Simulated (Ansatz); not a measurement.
Species: C₂H₂BCl₂, charge 0, multiplicity 2. It need not be the lowest isomer of its formula. 
Structure (B3LYP-D3(BJ)/def2-TZVP (Ansatz, an electronic-structure program) minimum search):
SMILES: ClB(Cl)C=[CH]
```xyz
7

C     -2.4553    -0.2726    -0.4468
C     -1.5311     0.0818     0.4128
B     -0.0185     0.0408     0.1143
Cl     1.1181     0.5445     1.3578
Cl     0.6104    -0.4943    -1.4325
H     -3.5320    -0.3406    -0.5012
H     -1.8413     0.4289     1.4042
```
Charge 0, spin multiplicity 2.

Basis-set convergence of Hartree-Fock and CCSD(T) correlation energies (hartree) with Ansatz. Correlated levels leave the core frozen unless marked. UHF or UKS for open shells. No spin-orbit coupling. No relativistic terms.

The UHF reference is spin-contaminated (<S^2> 0.21 over the pure value in the largest basis). 

| basis | functions | E(HF) | E(corr, CCSD(T)) |
|---|---|---|---|
| cc-pV(D+d)Z | 98 | -1020.62069 | -0.65195 |
| cc-pV(T+d)Z | 196 | -1020.67303 | -0.83793 |
| cc-pV(Q+d)Z | 353 | -1020.68606 | -0.89890 |

Extrapolating the two largest sets (X = 3 and 4) as X^-3: E(corr) = (64·(-0.89890) - 27·(-0.83793))/37 = -0.9434 Eh, an estimate of the basis-set limit. The largest set recovers 95.3 % of it, the smallest 69.1 %.
